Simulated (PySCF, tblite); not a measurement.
Isomers of C7H8NS (doublet state). Computed with GFN2-xTB (tblite): harmonic, unscaled wavenumbers at the GFN2-xTB geometry, gas phase. Against measured fundamentals such values can be off by several per cent, at times by over 20. One conformer each. Open shells enter through the occupations alone, without spin polarisation, and single modes of such species can be off by tens of per cent.

Electronic energies: B3LYP/pcH-1 single points on the GFN2-xTB geometries (PySCF, gas phase).

```json
{"SMILES": "C/[C]=C\\c1nc(C)cs1", "electronic energy, lowest = 0 (kJ/mol)": "119.9"}
{"SMILES": "CSc1ccccc1[NH]", "electronic energy, lowest = 0 (kJ/mol)": "0.0"}
{"SMILES": "C#C[C@](C)(C#N)[CH]SC", "electronic energy, lowest = 0 (kJ/mol)": "270.3"}
{"SMILES": "S=CCC1=CC[N]C=C1", "electronic energy, lowest = 0 (kJ/mol)": "109.2"}
{"SMILES": "S=CC[C@H]1[CH]C=NC=C1", "electronic energy, lowest = 0 (kJ/mol)": "122.9"}
```

Task: How do GFN2-xTB zero-point energies change the relative energies?

Result: 
```json
{"SMILES": "CSc1ccccc1[NH]", "ZPE (kJ/mol)": "338.8", "of it from modes above 1550 cm⁻¹": "157.9", "electronic (kJ/mol)": "0.0", "with ZPE, lowest = 0 (kJ/mol)": "0.0", "lowest mode (cm⁻¹)": "51", "rings": "1"}
{"SMILES": "S=CCC1=CC[N]C=C1", "ZPE (kJ/mol)": "336.8", "of it from modes above 1550 cm⁻¹": "151.8", "electronic (kJ/mol)": "109.2", "with ZPE, lowest = 0 (kJ/mol)": "107.2", "lowest mode (cm⁻¹)": "23", "rings": "1"}
{"SMILES": "C/[C]=C\\c1nc(C)cs1", "ZPE (kJ/mol)": "333.6", "of it from modes above 1550 cm⁻¹": "154.8", "electronic (kJ/mol)": "119.9", "with ZPE, lowest = 0 (kJ/mol)": "114.8", "lowest mode (cm⁻¹)": "58", "rings": "1"}
{"SMILES": "S=CC[C@H]1[CH]C=NC=C1", "ZPE (kJ/mol)": "337.8", "of it from modes above 1550 cm⁻¹": "153.4", "electronic (kJ/mol)": "122.9", "with ZPE, lowest = 0 (kJ/mol)": "121.9", "lowest mode (cm⁻¹)": "35", "rings": "1"}
{"SMILES": "C#C[C@](C)(C#N)[CH]SC", "ZPE (kJ/mol)": "323.9", "of it from modes above 1550 cm⁻¹": "176.0", "electronic (kJ/mol)": "270.3", "with ZPE, lowest = 0 (kJ/mol)": "255.4", "lowest mode (cm⁻¹)": "16", "rings": "0"}
```

The zero-point energies span 14.9 kJ/mol, from `C#C[C@](C)(C#N)[CH]SC` to `CSc1ccccc1[NH]`. The order is unchanged.

Task: And how do the electronic energies of GFN2-xTB itself compare?

Result: `CSc1ccccc1[NH]` 0.0; `S=CCC1=CC[N]C=C1` 64.0; `C/[C]=C\c1nc(C)cs1` 84.7; `S=CC[C@H]1[CH]C=NC=C1` 76.4; `C#C[C@](C)(C#N)[CH]SC` 280.8 kJ/mol, lowest = 0. Against the energies above, taken from the same isomer `CSc1ccccc1[NH]`, the largest difference is 46.5 kJ/mol.

Task: What do entropy and thermal enthalpy add at 298.15 K and 1 bar (rigid rotor, harmonic oscillator, one conformer each)?

Result: 
```
               SMILES  point group  symmetry number  S (J/(mol K))  H − H(0) (kJ/mol)  ZPE + H − H(0) − TS (kJ/mol)
       CSc1ccccc1[NH]           Cs                1          394.8              25.98                         247.1
   C/[C]=C\c1nc(C)cs1           Cs                1          419.1              28.65                         237.3
S=CC[C@H]1[CH]C=NC=C1           C1                1          402.8              25.45                         243.1
```

S holds R ln(2S + 1) for the spin.

Not tabulated: `S=CCC1=CC[N]C=C1` (lowest mode only 23 cm⁻¹); `C#C[C@](C)(C#N)[CH]SC` (lowest mode only 16 cm⁻¹).
